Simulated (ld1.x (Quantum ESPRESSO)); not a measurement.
# F (Z = 9), TM: configuration errors across variants

F, norm-conserving Troullier–Martins (Kleinman–Bylander form), made with ld1.x (Quantum ESPRESSO) 7.5 (PBE, scalar-relativistic). Core [He], reference 2s1.5 2p5.5. Waves: 2s (bound): rc 0.55 bohr; 2p (bound): rc 1.20 bohr; 3d channel at 0.45 Ry: rc 1.05 bohr. Local part: all-electron potential smoothed inside 1.05 bohr (lloc = -1). Core correction: none.

All-electron excitation energies from the reference (eV): (1) 2s2 2p5 -9.400; (2) 2s2 2p4 9.990; (3) 2s2 2p3 48.375; (4) 2s1 2p6 9.413; (5) 2s2 2p5.3 -12.070; (6) 2s2 2p2 109.012; (7) 2s2 2p4.5 -1.857.

1 further variants failed, have other tests or too few solved ones, and are left out.

Errors AE − PS in meV (a dash: test not solved or not reliable):

| change | (1) | (2) | (3) | (4) | (5) | (6) | (7) | bound ghosts |
| --- | --- | --- | --- | --- | --- | --- | --- | --- |
| base | +4.2 | +28 | +131 | +4.1 | +1.4 | +478 | +12 | none |
| core correction a·sin(br)/r model core inside 0.30 bohr | +4.0 | +28 | +129 | +4.4 | +1.3 | +468 | +12 | none |
| wave 2p (bound): rc 1.20 bohr becomes 2p (bound): rc 1.48 bohr | +4.3 | +77 | +372 | +3.8 | -3.6 | +1261 | +28 | none |
| local potential all-electron potential smoothed inside 0.52 bohr (lloc = -1) | +4.3 | +32 | +148 | +4.1 | +1.5 | +525 | +13 | none |
| wave 3d channel at 0.45 Ry: rc 1.05 bohr becomes 3d channel at 1.62 Ry: rc 1.05 bohr | +4.2 | +28 | +131 | +4.1 | +1.4 | +478 | +12 | none |
| local potential all-electron potential smoothed inside 0.85 bohr (lloc = -1) | +4.2 | +31 | +143 | +4.1 | +1.5 | +512 | +13 | none |
| wave 3d channel at 0.45 Ry: rc 1.05 bohr becomes 3d channel at 0.45 Ry: rc 0.66 bohr | +4.2 | +28 | +131 | +4.1 | +1.4 | +478 | +12 | none |

Problem. Give the same row for: wave 2s (bound): rc 0.55 bohr becomes 2s (bound): rc 0.76 bohr.

Solution. +4.0, +27, +128, +3.3, +1.2, +468, +12; bound ghosts: none.
